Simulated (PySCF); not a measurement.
# From computed data to an observable: chemical shift, span and skew from a shielding tensor

B(H)(F)(OEt) (C2H6BFO), SMILES CCOBF. Atoms are numbered in the order given.

```xyz
11

B     -1.0400     0.9618    -0.1475
H     -2.1642     1.3198    -0.3803
F     -0.0155     1.7626    -0.4574
O     -0.8253    -0.2323     0.4218
C      0.4820    -0.7345     0.7127
C      1.0280    -1.5377    -0.4552
H      1.1593     0.0981     0.9633
H      0.3771    -1.3691     1.6061
H      1.1750    -0.8957    -1.3378
H      1.9996    -1.9843    -0.1910
H      0.3349    -2.3489    -0.7262
```
Charge 0, spin multiplicity 1.

Coordinates come from a B3LYP-D3(BJ)/def2-SVP optimisation. The structure was generated by enumeration, and PubChem lists no compound with its InChIKey, so it may never have been made. The values are those of a single conformer.

GIAO shieldings from PySCF with HF/pcSseg-1, non-relativistic, no solvent. The symmetric part of the tensor of C5 has the principal values 104.6, 127.3, 173.4 ppm. The same nucleus in TMS has σ = 192.6 ppm at this level (PySCF, at its B3LYP-D3(BJ)/def2-TZVP geometry).

Task: Work out the isotropic shielding, the ¹³C shift against TMS, the span and the skew.

Result: 
σ(iso) = (σ11 + σ22 + σ33)/3 = 135.1 ppm. δ = σ(ref) − σ(iso) = 192.6 − (135.1) = 57.5 ppm.
Span Ω = σ33 − σ11 = 68.8 ppm. Skew κ = 3(σ(iso) − σ22)/Ω = 0.34. Tumbling in solution averages the tensor to δ; in a static solid the shielding alone would spread this spin-1/2 line over Ω.
